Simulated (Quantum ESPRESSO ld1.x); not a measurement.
Ga18+, 13 electrons, occupied as [Ne] 3s2 3p1. Calculated with ld1.x of Quantum ESPRESSO 7.5: Dirac Kohn-Sham, PW91, spin-unpolarised, spherical densities, point nucleus; open shells fill j = l - 1/2 first.

Normalised radial functions P(r) = r R(r) (large component), r in bohr:

r,2s1/2,2p3/2,3p1/2
0.005506,0.5235,0.0249,0.0160
0.006109,0.5679,0.0304,0.0191
0.006833,0.6183,0.0375,0.0232
0.007643,0.6713,0.0463,0.0281
0.008549,0.7262,0.0571,0.0340
0.009562,0.7827,0.0702,0.0412
0.01069,0.8398,0.0862,0.0499
0.01196,0.8965,0.1056,0.0603
0.01338,0.9514,0.1291,0.0729
0.01485,0.9995,0.1552,0.0867
0.01661,1.0461,0.1888,0.1044
0.01857,1.0850,0.2289,0.1253
0.02078,1.1135,0.2766,0.1501
0.02324,1.1283,0.3330,0.1791
0.02599,1.1260,0.3991,0.2128
0.02907,1.1025,0.4761,0.2517
0.03252,1.0540,0.5650,0.2962
0.03608,0.9829,0.6589,0.3427
0.04036,0.8750,0.7726,0.3982
0.04514,0.7315,0.8996,0.4592
0.05049,0.5504,1.0392,0.5248
0.05647,0.3312,1.1899,0.5936
0.06317,0.0753,1.3492,0.6635
0.07065,-0.2131,1.5135,0.7316
0.07903,-0.5270,1.6778,0.7939
0.08769,-0.8323,1.8247,0.8424
0.09808,-1.1635,1.9696,0.8790
0.1097,-1.4813,2.0924,0.8928
0.1227,-1.7678,2.1839,0.8766
0.1372,-2.0044,2.2352,0.8235
0.1535,-2.1738,2.2388,0.7273
0.1717,-2.2622,2.1894,0.5836
0.1921,-2.2616,2.0854,0.3911
0.2131,-2.1808,1.9419,0.1713
0.2384,-2.0143,1.7434,-0.1023
0.2666,-1.7807,1.5106,-0.4012
0.2982,-1.5024,1.2583,-0.7063
0.3335,-1.2052,1.0032,-0.9947
0.3731,-0.9154,0.7620,-1.2409
0.4173,-0.6550,0.5485,-1.4212
0.4667,-0.4389,0.3719,-1.5163
0.5179,-0.2836,0.2442,-1.5189
0.5793,-0.1640,0.1444,-1.4308
0.6479,-0.0867,0.0785,-1.2628
0.7247,-0.0415,0.0389,-1.0414
0.8106,-0.0178,0.0174,-0.7992
0.9067,-0.0067,0.0069,-0.5680
1.014,-0.0022,0.0024,-0.3717
1.134,-0.0006,0.0007,-0.2216
1.259,-0.0002,0.0002,-0.1245
1.408,0.0000,0.0000,-0.0598
1.575,0.0000,0.0000,-0.0253
1.761,0.0000,0.0000,-0.0093

2s1/2: eigenvalue -1945.7 eV, 1 radial node at r = 0.0651 bohr, <r> = 0.215 bohr, 90 % of the charge inside 0.332 bohr. 2p3/2: eigenvalue -1778.7 eV, 0 radial nodes, <r> = 0.189 bohr, 90 % of the charge inside 0.307 bohr. 3p1/2: eigenvalue -660.43 eV, 1 radial node at r = 0.229 bohr, <r> = 0.532 bohr, 90 % of the charge inside 0.787 bohr.
